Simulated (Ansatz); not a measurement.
Consider the isomerisation: `CO[Si](C)(N)Br` → `CC[Si](N)(O)Br`.

Gas-phase electronic energies from Ansatz, PBE0-D4/def2-TZVP geometries. CCSD(T)/CBS is the MP2 limit (def2-TZVPP, def2-QZVPP) plus CCSD(T) − MP2 in def2-TZVPP, frozen cores. Functionals use def2-TZVPP. For Br outer-core shells are correlated without core-valence functions, which leaves a few kJ/mol of doubt a bond. Scalar relativity is left out up to krypton. One conformer a species, not always the lowest.

`CO[Si](C)(N)Br`:

```xyz
14

C    -2.011   -0.292   -0.928
O    -1.149    0.310    0.012
Si    0.384   -0.170    0.298
C     1.012    0.959    1.616
N     1.314   -0.251   -1.124
Br    0.378   -2.286    1.038
H    -2.867    0.367   -1.075
H    -2.368   -1.259   -0.561
H    -1.509   -0.446   -1.889
H     0.345    0.951    2.480
H     1.067    1.984    1.237
H     2.010    0.655    1.939
H     1.803   -1.085   -1.396
H     1.593    0.562   -1.646
```

`CC[Si](N)(O)Br`:

Z-matrix (Å, degrees):
```
C
C 1 1.528
H 1 1.094 2 111.4
H 1 1.092 2 111.3 3 120.2
H 1 1.093 2 111.3 3 -119.6
Si 2 1.856 1 113.2 3 -60.3
H 2 1.095 1 110.6 3 178.5
H 2 1.095 1 110.8 3 60.9
O 6 1.638 2 105.3 1 -64.2
N 6 1.704 2 117.9 1 58.8
Br 6 2.239 2 108.4 1 176.2
H 9 0.959 6 116.2 2 175.7
H 10 1.007 6 121.8 2 -62.3
H 10 1.005 6 121.4 2 93.1
```

| level | ΔE (eV) |
| --- | --- |
| PBE0-D4 | -0.43 |
| B2PLYP | -0.40 |
| PBE | -0.42 |
| r2SCAN | -0.41 |
| PBE0 | -0.43 |
| MP2/def2-TZVPP | -0.48 |
| SCS-MP2/def2-TZVPP | -0.43 |
| HF/def2-QZVPP | -0.32 |

(1) What does CCSD(T)/CBS give? (Estimate.)

Largest T1 diagnostic among the species: 0.009.

Answers

(1) Ansatz gave: -0.45 eV. The listed levels differ from it by 0.02, 0.05, 0.03, 0.04, 0.02, -0.03, 0.02, 0.13 eV.

In def2-TZVPP, CCSD(T) changes the Hartree–Fock value by −0.10 eV (the triples alone add −0.01 eV) and MP2 by −0.15 eV.
